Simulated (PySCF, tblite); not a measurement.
Isomers of C20H12BN

All values: TDA CAM-B3LYP/def2-SVP, gas phase, PySCF SCF with an in-house response code, fitting set def2-universal-JFIT up to Ne and JKFIT beyond, grid level 1 (kernel 0), vertical, one conformer each, geometries GFN2-xTB; core orbitals frozen in the response, virtual orbitals above 1.5 Eh left out. The lowest 6 singlets were sought, and the brightest is taken among them. The runs took 3 to 6 CPU minutes each on shared server CPUs. Energies are electronic, without zero-point or thermal terms, against the lowest isomer listed.

**Question.** Rank these isomers by DFT energy, most stable first.
A. B1Nc2cccc3c4cccc5ccc6ccc1c(c23)c6c54
B. B1C=Cc2ccc3ccc4ccc5cccc6c5c4c3c2N16
C. B1C=c2c3cccc4ccc5ccc6ccc(c2c6c5c43)N1

**Answer.** A (0.0 kcal/mol), C (6.1 kcal/mol), B (18.1 kcal/mol).

**Question.** Give energies, gaps and lowest singlets for all.

**Answer.** 
```csv
isomer,DFT energy / kcal/mol,GFN2-xTB energy / kcal/mol,HOMO-LUMO gap / eV,S1 / eV,f(S1)
B1C=c2c3cccc4ccc5ccc6ccc(c2c6c5c43)N1,6.1,4.2,5.74,3.73,0.107
B1C=Cc2ccc3ccc4ccc5cccc6c5c4c3c2N16,18.1,7.5,5.86,3.65,0.181
B1Nc2cccc3c4cccc5ccc6ccc1c(c23)c6c54,0.0,0.0,6.05,3.88,0.045
```
